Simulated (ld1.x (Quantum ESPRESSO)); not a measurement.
## Which change was made? (S, TM semilocal)

S (Z = 16), norm-conserving Troullier–Martins (semilocal form), made with ld1.x (Quantum ESPRESSO) 7.5 (PBE, non-relativistic). Core [Ne], reference 3s2 3p1 (charge +3). Waves: 3p (bound): rc 1.00 bohr; 3d channel at 0.45 Ry: rc 1.30 bohr; 3s (bound): rc 1.30 bohr. Local part: the s channel. Core correction: a·sin(br)/r model core inside 0.90 bohr.

Cutoffs, loose and tight: the cutoffs (Ry, on a coarse ladder) from which the occupation-weighted sum of valence levels, in a spherical-Bessel basis at the reference potential, stays within 10 and 1 mRy of its value at 400 Ry. They do not see the model core or the augmentation charge, which bear on the density cutoff. Test errors are all-electron minus pseudo excitation energies from the reference, over the configurations 3s2 3p4; 3s2 3p3; 3s2 3p2; 3s2 3p3.5; 3s0 3p6; 3s1 3p5; 3s2 3p0; variants that change the core or the reference have their own tests.

The base gives: outcome: generated; cutoff, loose: 110 Ry; cutoff, tight: 160 Ry; bound ghosts: none; largest test error (meV): +121.

**Question.** After one change the result is: outcome: generated, misses its reference levels by 0.23 eV; bound ghosts: none; largest test error (meV): +1046. Which change was it?
A. wave 3p (bound): rc 1.00 bohr becomes 3p (bound): rc 0.68 bohr
B. wave 3p (bound): rc 1.00 bohr becomes 3p (bound): rc 1.14 bohr
C. wave 3p (bound): rc 1.00 bohr becomes 3p (bound): rc 0.84 bohr
D. wave 3p (bound): rc 1.00 bohr becomes 3p (bound): rc 1.28 bohr

**Answer.** A. The others give: wave 3p (bound): rc 1.00 bohr becomes 3p (bound): rc 1.14 bohr → outcome: generated; cutoff, loose: 70 Ry; cutoff, tight: 110 Ry; bound ghosts: none; largest test error (meV): +99 | wave 3p (bound): rc 1.00 bohr becomes 3p (bound): rc 0.84 bohr → outcome: generated; cutoff, loose: over 300 Ry; cutoff, tight: over 300 Ry; bound ghosts: none; largest test error (meV): +279 | wave 3p (bound): rc 1.00 bohr becomes 3p (bound): rc 1.28 bohr → outcome: generated; cutoff, loose: 50 Ry; cutoff, tight: 70 Ry; bound ghosts: none; largest test error (meV): +92.
